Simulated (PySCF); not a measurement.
# Computed properties of GeI2, SMILES [Ge]([I])[I]

GeI2, SMILES [I][Ge][I] (connectivity only; charge and spin as stated), neutral, multiplicity 1. The structure is a stationary point at r2SCAN-D4/def2-SVP. The isomer is the one that the SMILES or the coordinates give; other isomers of the formula were not compared. The def2 effective core potentials stand for the cores of I; spin–orbit coupling is left out. Other conformers were not sampled. All values are computed for the isolated molecule unless a solvent is named; none is compared with measurement here.

**Structure.** The optimised structure has C2v symmetry. All 3 harmonic modes at r2SCAN-D4/def2-SVP (PySCF) are real, so it is a minimum. With heavy atoms numbered as in [Ge:1]([I:2])[I:3], the shortest bond between them is Ge1–I2 at 2.566 Å and the longest Ge1–I3 at 2.566 Å.

**Vibrations.** The strongest infrared lines (harmonic, unscaled, degenerate partners summed) lie at 232 cm⁻¹ (64 km/mol, Ge 68 %, I 32 %), 232 cm⁻¹ (14 km/mol, Ge 62 %, I 38 %). The softest mode is at 76 cm⁻¹ and the zero-point energy is 0.8 kcal/mol.

**Electronic structure.** M06-2X/def2-TZVPD (PySCF) places the frontier levels at -8.25 and -2.55 eV, a gap of 5.70 eV, and gives a dipole moment of 1.60 D and a mean polarisability of 108.9 bohr³. PBE/def2-TZVPD (PySCF) at the same geometry gives -6.33 and -4.00 eV, so its gap is 3.37 eV narrower. An orbital gap is neither the optical nor the fundamental gap.

**Excitations.** TDDFT-B3LYP/def2-SVPD (PySCF) has S1 at 2.69 eV (461 nm, f = 0.002, dark); the most intense of the 10 singlets computed lies at 4.69 eV (f = 0.06). T1 (TDA) is at 2.11 eV. TDDFT-PBE/def2-SVPD (PySCF) puts S1 at 2.45 eV.
